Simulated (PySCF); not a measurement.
H4P, SMILES [PH4+], charge +1.

Geometry: TPSSh-D3(BJ)/def2-TZVPD. The isomer is the one that the SMILES or the coordinates give; other isomers of the formula were not compared.

Two levels are set side by side: TDA-PBE/def2-TZVPD (PySCF) and EOM-CCSD/aug-cc-pVDZ (PySCF). Vertical, same geometry; the bases differ. Differences are taken from unrounded values.

| quantity | EOM-CCSD | TDA-PBE | TDA-PBE minus EOM-CCSD |
|---|---|---|---|
| lowest singlet excitation (eV) | 11.67 | 10.73 | -0.94 |
| lowest triplet excitation (TDA for PBE) (eV) | 10.33 | 9.44 | -0.89 |

A lower first singlet is the usual sign of a functional without exact exchange. Differences between two approximate levels are no errors against the true value.

Rough cost on one machine, each run with all the roots and properties that it gave: EOM-CCSD against TDA-PBE within a factor of 2.
